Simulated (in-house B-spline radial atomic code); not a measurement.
Configurations of the tin ion Sn³⁺, with energies counted from [Kr] 4d10 5s1. Method: scalar-relativistic (X2C) CAM-B3LYP, spin-polarised, spherical fractional occupations, exact exchange averaged over the configuration, Fermi nucleus of rms radius 4.6519 fm. Calculated with a B-spline radial code for spherical atoms. Shells without spins written out take the highest spin.

Occupations are held fixed; configurations that lie above the ionisation limit could autoionise.

| configuration | E - E(ref) (eV) | highest orbital | its <r> (bohr) |
| --- | --- | --- | --- |
| [Kr] 4d10 6f1 | 34.396 | 6f up | 10.17 |
| [Kr] 4d9 5s1 6f1 | 56.268 | 6f up | 9.666 |
| [Ar] 3d10 4s2 4p5 4d10 5s1 5d1 | 108.94 | 5d up | 3.214 |
| [Ar] 3d10 4s2 4p5 4d10 5s1 6p1 | 113.6 | 6p up | 4.751 |
| [Ar] 3d10 4s2 4p5 4d10 5s1 6f1 | 123.21 | 6f up | 9.599 |
| [Ar] 3d9 4s2 4p6 4d10 5s1 6p1 | 508.92 | 6p up | 4.73 |

(1) Order these further configurations by energy, lowest first.
A. [Ar] 3d9 4s2 4p6 4d10 5s1 5p1
B. [Ar] 3d10 4s2 4p5 4d10 5s1 6d1
C. [Ar] 3d10 4s2 4p5 4d10 4f1 5s1
D. [Ar] 3d9 4s2 4p6 4d10 5s2
E. [Ar] 3d9 4s2 4p6 4d10 5s1 6f1

(2) How far above the reference does [Kr] 4d10 5d1 lie?

## Answers

(1) C (114.37 eV), B (118.17 eV), D (482.51 eV), A (490.99 eV), E (518.61 eV).

(2) 20.794 eV; its least bound orbital is 5d up with <r> = 3.391 bohr.
